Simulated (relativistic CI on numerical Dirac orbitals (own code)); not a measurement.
**Radial parameters of Eu¹³⁺**

Calculated at this level of theory: Dirac-Coulomb-Breit CI, separate exchange-only KLI orbitals for each configuration, model QED, unscaled Slater integrals (own radial code, finite nucleus).

Slater integrals F^k, G^k are unscaled and averaged over j, outside the closed core [Kr] 4d10; ζ comes from projecting the Hamiltonian with its Breit term on Σ l·s of the shell.

- 4f²5s²: F^2(4f,4f) = 149180, F^4(4f,4f) = 95670, F^6(4f,4f) = 69455, ζ(4f) = 1876 cm⁻¹; <r>(4f) = 0.6763, <r^2>(4f) = 0.539 (bohr units).
- 4f⁴: F^2(4f,4f) = 143380, F^4(4f,4f) = 91735, F^6(4f,4f) = 66531, ζ(4f) = 1688.4 cm⁻¹; <r>(4f) = 0.6994, <r^2>(4f) = 0.5776 (bohr units).
- 4f³5s: F^2(4f,4f) = 146040, F^4(4f,4f) = 93533, F^6(4f,4f) = 67865, ζ(4f) = 1781.1, G^3(4f,5s) = 30892 cm⁻¹; <r>(4f) = 0.6885, <r^2>(4f) = 0.5596, <r>(5s) = 1.149, <r^2>(5s) = 1.469 (bohr units).

Averages of the first 10 configurations, taken without configuration mixing, which lowers the lowest level and can move excited configurations by several eV; other configurations of the list can lie among them:

| Configuration | Parity | States | Average energy above the lowest level (eV) |
| --- | --- | --- | --- |
| 4f²5s² | even | 91 | 3.9 |
| 4f⁴ | even | 1001 | 18.7 |
| 4f³5s | odd | 728 | 8.7 |
| 4f²5s5p | odd | 1092 | 31.8 |
| 4f5s²5p | even | 84 | 30.7 |
| 4f³5p | even | 2184 | 38.4 |
| 4f5s5p² | odd | 420 | 60.6 |
| 4f²5s5d | even | 1820 | 76.2 |
| 4f³5d | odd | 3640 | 80.9 |
| 4f5s²5d | odd | 140 | 77.2 |
